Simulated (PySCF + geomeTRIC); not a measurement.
These are BP86-D3(BJ)/def2-SVP (PySCF + geomeTRIC) values and carry that method's errors. fastk is a local helper that only speeds up exchange builds. No frequencies were computed at this level.

```python
import json, numpy as np
from pyscf import gto, dft
from fastk import lowrank_exchange
atoms = """
Zr     0.008171    -0.024585    -0.037404
N      2.060593     0.077040     0.075539
H      2.695108     0.221178    -0.718137
H      2.625706    -0.284719     0.852479
H     -0.353578    -0.884365    -1.675507
H     -0.695045     1.717557    -0.008405
H     -0.489808    -1.036105     1.485866
"""
def scf(charge, spin, dm0=None):
    mol = gto.M(atom=atoms, basis='def2-svp', ecp={'Zr': 'def2-svp'}, charge=charge, spin=spin, verbose=3, max_memory=10080)
    mf = dft.KS(mol, xc='bp86').density_fit(auxbasis="def2-universal-jkfit")
    mf.disp = 'd3bj'
    mf.grids.level = 3
    mf.conv_tol = 1e-8
    mf.max_cycle = 120
    mf.level_shift = 0.25
    mf.kernel(dm0)
    if not mf.converged:
        mf = mf.newton().run(mf.mo_coeff, mf.mo_occ).undo_soscf()
    return mf
mf = scf(0, 0)
from pyscf.geomopt.geometric_solver import kernel as optimize
path = []
done, mol = optimize(mf, maxsteps=120, assert_convergence=False, callback=lambda env: path.append((env["energy"], bool(env["g_scanner"].converged))))
res = dict(converged=bool(done and path[-1][1]), energy=path[-1][0], path=[e for e, c in path], xyz=mol.atom_coords(unit="Angstrom").tolist(), nao=mol.nao)
json.dump(res, open("result.json", "w"))
```

Output:

```
converged SCF energy = -104.805900966938
Geometry optimization cycle 1
converged SCF energy = -104.80590097531
cycle 1: E = -104.805900975  dE = -104.806  norm(grad) = 0.0326087
Geometry optimization cycle 2
converged SCF energy = -104.807497587791
cycle 2: E = -104.807497588  dE = -0.00159661  norm(grad) = 0.0187863
Geometry optimization cycle 3
converged SCF energy = -104.808207585881
cycle 3: E = -104.808207586  dE = -0.000709998  norm(grad) = 0.00351508
Geometry optimization cycle 4
converged SCF energy = -104.808416742502
cycle 4: E = -104.808416743  dE = -0.000209157  norm(grad) = 0.00321908
Geometry optimization cycle 5
converged SCF energy = -104.808538665434
cycle 5: E = -104.808538665  dE = -0.000121923  norm(grad) = 0.00308295
Geometry optimization cycle 6
converged SCF energy = -104.808582832523
cycle 6: E = -104.808582833  dE = -4.41671e-05  norm(grad) = 0.00190214
Geometry optimization cycle 7
converged SCF energy = -104.808604889554
cycle 7: E = -104.80860489  dE = -2.2057e-05  norm(grad) = 0.000818546
Geometry optimization cycle 8
converged SCF energy = -104.808609500938
cycle 8: E = -104.808609501  dE = -4.61138e-06  norm(grad) = 0.000386346
Geometry optimization cycle 9
converged SCF energy = -104.808610907106
cycle 9: E = -104.808610907  dE = -1.40617e-06  norm(grad) = 0.000136082
Geometry optimization cycle 10
converged SCF energy = -104.80861134774
cycle 10: E = -104.808611348  dE = -4.40635e-07  norm(grad) = 9.08825e-05
Geometry optimization cycle 11
converged SCF energy = -104.808611505298
cycle 11: E = -104.808611505  dE = -1.57558e-07  norm(grad) = 9.30477e-05
<class 'geometric.internal.Distance'> : 6
<class 'geometric.internal.Angle'> : 8
<class 'geometric.internal.OutOfPlane'> : 1
<class 'geometric.internal.Dihedral'> : 6
<class 'geometric.internal.TranslationX'> : 1
<class 'geometric.internal.TranslationY'> : 1
<class 'geometric.internal.TranslationZ'> : 1
<class 'geometric.internal.RotationA'> : 1
<class 'geometric.internal.RotationB'> : 1
<class 'geometric.internal.RotationC'> : 1
Step    0 : Gradient = 1.232e-02/2.236e-02 (rms/max) Energy = -104.8059009753
Step    1 : Displace = 5.565e-02/9.155e-02 (rms/max) Trust = 1.000e-01 (=) Grad = 7.101e-03/1.323e-02 (rms/max) E (change) = -104.8074975878 (-1.597e-03) Quality = 0.648
Step    2 : Displace = 2.716e-02/4.387e-02 (rms/max) Trust = 1.000e-01 (=) Grad = 1.329e-03/2.490e-03 (rms/max) E (change) = -104.8082075859 (-7.100e-04) Quality = 1.178
Step    3 : Displace = 2.644e-02/3.898e-02 (rms/max) Trust = 1.414e-01 (+) Grad = 1.217e-03/2.368e-03 (rms/max) E (change) = -104.8084167425 (-2.092e-04) Quality = 1.448
Step    4 : Displace = 2.684e-02/3.751e-02 (rms/max) Trust = 2.000e-01 (+) Grad = 1.165e-03/2.509e-03 (rms/max) E (change) = -104.8085386654 (-1.219e-04) Quality = 1.272
Step    5 : Displace = 1.161e-02/1.598e-02 (rms/max) Trust = 2.828e-01 (+) Grad = 7.189e-04/1.601e-03 (rms/max) E (change) = -104.8085828325 (-4.417e-05) Quality = 1.393
Step    6 : Displace = 6.957e-03/1.168e-02 (rms/max) Trust = 3.000e-01 (+) Grad = 3.094e-04/5.081e-04 (rms/max) E (change) = -104.8086048896 (-2.206e-05) Quality = 1.203
Step    7 : Displace = 3.213e-03/4.508e-03 (rms/max) Trust = 3.000e-01 (=) Grad = 1.460e-04/3.294e-04 (rms/max) E (change) = -104.8086095009 (-4.611e-06) Quality = 1.283
Step    8 : Displace = 2.368e-03/3.890e-03 (rms/max) Trust = 3.000e-01 (=) Grad = 5.143e-05/6.098e-05 (rms/max) E (change) = -104.8086109071 (-1.406e-06) Quality = 1.198
Step    9 : Displace = 1.627e-03/2.379e-03 (rms/max) Trust = 3.000e-01 (=) Grad = 3.435e-05/5.785e-05 (rms/max) E (change) = -104.8086113477 (-4.406e-07) Quality = 1.157
Step   10 : Displace = 1.116e-03/1.559e-03 (rms/max) Trust = 3.000e-01 (=) Grad = 3.517e-05/6.280e-05 (rms/max) E (change) = -104.8086115053 (-1.576e-07) Quality = 1.196
Converged! =D
```

Cost: very roughly 80 core-seconds.
